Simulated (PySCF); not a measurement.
# Spinor energies of Hg (mercury, neutral)

Start: [Xe] 4f14 5d10 6s2. Calculated with PySCF 2.14 in x2c-TZVPall-2c with one added diffuse shell each of s, p, d type (12s12p11d2f, 117 functions): generalised Hartree-Fock with the X2C-1e Hamiltonian and a Gaussian nucleus; one run each with spin-orbit coupling (SO) switched off, then screened by Boettger's factors.

```csv
spinor shell,electrons,"ε, spin-free (eV)","ε, screened SO (eV)",weight of nominal j (screened SO),"rms radius, screened SO (bohr)"
1s1/2,2,-83571.7,-83538.1,1.000,0.0187
2s1/2,2,-14966.5,-14955.9,1.000,0.0755
2p1/2,2,-12920.3,-14325.2,1.000,0.0639
2p3/2,4,-12920.3,-12372.1,1.000,0.0720
3s1/2,2,-3621.8,-3618.3,1.000,0.193
3p1/2,2,-3021.4,-3335.3,1.000,0.184
3p3/2,4,-3021.4,-2896.4,1.000,0.201
3d3/2,4,-2378.8,-2433.4,1.000,0.176
3d5/2,6,-2378.8,-2339.8,1.000,0.180
4s1/2,2,-834.09,-833.06,1.000,0.424
4p1/2,2,-633.90,-710.61,1.000,0.429
4p3/2,4,-633.90,-603.19,1.000,0.463
4d3/2,4,-390.91,-402.87,1.000,0.475
4d5/2,6,-390.91,-382.24,1.000,0.486
5s1/2,2,-138.90,-138.79,1.000,0.970
4f5/2,6,-119.76,-121.72,1.000,0.526
4f7/2,8,-119.76,-117.56,1.000,0.528
5p1/2,2,-82.684,-96.315,1.000,1.05
5p3/2,4,-82.684,-77.346,1.000,1.15
5d3/2,4,-16.557,-17.870,1.000,1.55
5d5/2,6,-16.557,-15.715,1.000,1.63
6s1/2,2,-8.889,-8.913,1.000,3.06
```

```csv
quantity,spin-free,screened SO
E (hartree),-19607.62322,-19639.67299
M_J,0,0
⟨J²⟩,0.000,0.000
⟨L²⟩,0.000,0.187
⟨S²⟩,0.000,0.187
```

Breit and QED terms are absent; they matter most for the inner s and p1/2 levels.

Densities and radii are taken from the X2C orbitals without a picture-change correction, which distorts them close to the nucleus.

Without spin-orbit coupling the j labels of p, d and f shells carry no meaning; the spin-free column gives the mean over the occupied spinors of each nl shell.
